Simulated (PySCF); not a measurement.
**Peak assignment**

Numbering as in the mapped SMILES `[CH2:1]=[CH:2][C:3]1=[CH:4][P@H:5](=[O:6])[CH:7]=[CH:8]1` (H(Xn): hydrogen on atom n). Ha(C1) is cis to C3; Hb(C1) is trans to C3.

[PySCF 2.14.0 with density-fitted response routines: geometry: GFN2-xTB; σ from GIAO-PBE0/pcSseg-1; non-relativistic Hamiltonian; isolated molecule; one computed conformer]

Referencing at the same level of theory: 13C (σref 186.93) and 1H (σref 31.72) vs TMS.

Question: Assign these signals to the numbered atoms. 13C{1H} NMR (computed): δ 155.8 (C), 144.6 (CH), 141.4 (CH), 139.3 (CH), 133.0 (CH), 127.1 (CH2).

Answer: 
155.8 → C3, fully substituted alkene carbon: as expected for a trigonal carbon in a double bond
144.6 → C8, alkene CH: the olefinic region
141.4 → C2, alkene CH
139.3 → C7, alkene CH
133.0 → C4, alkene CH
127.1 → C1, terminal =CH2 carbon: an sp2 carbon of a C=C bond

Question: Assign these signals to the numbered atoms. 1H NMR (600 MHz, computed): δ 7.75 (m, 1H), 7.32 (m, 1H), 6.91 (m, 1H), 6.62 (m, 1H), 6.11 (m, 1H), 5.87 (m, 1H), 5.85 (m, 1H).

Answer: 
```tsv
δ (ppm)	atoms	environment	reason
7.75	H(P5)	hydrogen on a phosphorus bonded to 2 C, O, in a 5-membered ring	–
7.32	H(C8)	hydrogen on an alkene CH	olefinic region
6.91	H(C2)	hydrogen on an alkene CH	–
6.62	H(C7)	hydrogen on an alkene CH	–
6.11	H(C4)	hydrogen on an alkene CH	–
5.87	Ha(C1)	hydrogen on a terminal =CH2 carbon	attached to an sp2 carbon and in the plane of the double bond
5.85	Hb(C1)	hydrogen on a terminal =CH2 carbon	–
```

Ha(C1) and Hb(C1) lie closer than the usual error of such a calculation, so a measured spectrum could show them in the other order.

Splittings by 31P in the carbon and heteronuclear signals aren't shown, as no couplings were computed. Shifts are as computed. Against solution values, carbons near 30 ppm lie about +3 ppm off and those near 130 ppm about +5 ppm. Of 1211 compounds with measured shifts, 218 miss one by over three times the rms of a fit or turn the order of signals round; such compounds aren't used in these exercises. No couplings were computed; multiplicities are counted from neighbouring protons, with m where these are inequivalent, close in shift, in a saturated or five-membered ring or joined by F or P, and br s for small geminal =CH2 splittings.
